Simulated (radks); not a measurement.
Results of a calculation; reference values are marked as such.
The germanium anion Ge4-, [Kr], held by a Watson sphere: a shell of charge +4 at radius R that stands for the Madelung well of a crystal (potential energy -4/R inside, -4/r outside, in hartree with lengths in bohr). Level of theory: scalar-relativistic Kohn-Sham, r2SCAN, spin-polarised, spherical densities, finite nucleus; meta-GGA in the generalised Kohn-Sham scheme; Fermi nuclear charge, rms radius of each element as measured or else 0.836 A^(1/3) + 0.57 fm (a radial shooting solver on a logarithmic mesh with Libxc functionals).

R (bohr) = 2.16: e(3d) (eV) -30.551; e(4s) (eV) -16.609; e(4p) (eV) -7.936; <r> 4p (bohr) 2.494; sum of <r^2> (bohr^2) 64.21; X-ray form factor at sin(theta)/lambda = 0.3 1/angstrom 21.737
R (bohr) = 2.27: e(3d) (eV) -29.925; e(4s) (eV) -16.089; e(4p) (eV) -7.710; <r> 4p (bohr) 2.552; sum of <r^2> (bohr^2) 66.54; X-ray form factor at sin(theta)/lambda = 0.3 1/angstrom 21.742
R (bohr) = 2.95: e(3d) (eV) -27.881; e(4s) (eV) -13.422; e(4p) (eV) -6.335; <r> 4p (bohr) 2.923; sum of <r^2> (bohr^2) 82.52; X-ray form factor at sin(theta)/lambda = 0.3 1/angstrom 21.873
R (bohr) = 2.96: e(3d) (eV) -27.865; e(4s) (eV) -13.390; e(4p) (eV) -6.316; <r> 4p (bohr) 2.928; sum of <r^2> (bohr^2) 82.77; X-ray form factor at sin(theta)/lambda = 0.3 1/angstrom 21.876
R (bohr) = 3.9: e(3d) (eV) -27.135; e(4s) (eV) -11.097; e(4p) (eV) -4.794; <r> 4p (bohr) 3.457; sum of <r^2> (bohr^2) 108.6; X-ray form factor at sin(theta)/lambda = 0.3 1/angstrom 22.032
R (bohr) = 4.23: e(3d) (eV) -27.046; e(4s) (eV) -10.581; e(4p) (eV) -4.380; <r> 4p (bohr) 3.647; sum of <r^2> (bohr^2) 118.7; X-ray form factor at sin(theta)/lambda = 0.3 1/angstrom 22.054
R (bohr) = 5.23: e(3d) (eV) -26.951; e(4s) (eV) -9.647; e(4p) (eV) -3.447; <r> 4p (bohr) 4.234; sum of <r^2> (bohr^2) 153.3; X-ray form factor at sin(theta)/lambda = 0.3 1/angstrom 22.071
